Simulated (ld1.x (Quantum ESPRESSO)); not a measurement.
**u(r) = r·R(r): atom against pseudo-atom (N (Z = 7))**

Columns: radius, all-electron u(r) and pseudo u(r) of the 2s shell (level -24.94 eV) of nitrogen in the configuration [He] 2s2 2p2.5; LDA (PZ), scalar-relativistic, ultrasoft scheme, ld1.x (Quantum ESPRESSO) 7.5.

```tsv
r (bohr)	all-electron	pseudo
0.065	0.3367	-0.0975
0.130	0.3964	-0.1936
0.195	0.3125	-0.2871
0.260	0.1612	-0.3769
0.325	-0.0141	-0.4617
0.390	-0.1889	-0.5407
0.455	-0.3500	-0.6131
0.520	-0.4909	-0.6781
0.585	-0.6093	-0.7355
0.650	-0.7050	-0.7847
0.715	-0.7793	-0.8256
0.780	-0.8341	-0.8581
0.845	-0.8718	-0.8822
0.910	-0.8946	-0.8979
0.975	-0.9047	-0.9053
1.040	-0.9045	-0.9045
1.105	-0.8955	-0.8955
1.170	-0.8797	-0.8797
1.235	-0.8584	-0.8584
1.300	-0.8329	-0.8329
1.365	-0.8042	-0.8042
1.430	-0.7732	-0.7732
1.495	-0.7407	-0.7407
1.560	-0.7072	-0.7072
1.625	-0.6734	-0.6734
1.690	-0.6395	-0.6395
```

Task: How many radial nodes do the two functions have?

Result: The all-electron 2s function has n − l − 1 = 1; the pseudo-wave has 0, since the states of the same l below it are removed with the core.

Task: At about which radius was the pseudo-wave matched?

Result: 1.05 bohr, where the columns begin to agree (steps of 0.07 bohr).

Task: Where does each function peak?

Result: Outermost all-electron maximum near 0.97 bohr, pseudo maximum near 0.97 bohr (to the table’s step).

Task: Is the pseudo-wave norm-conserving?

Result: No, it belongs to an ultrasoft set: the norm inside the radius is not constrained, and the difference is carried by the augmentation charge.
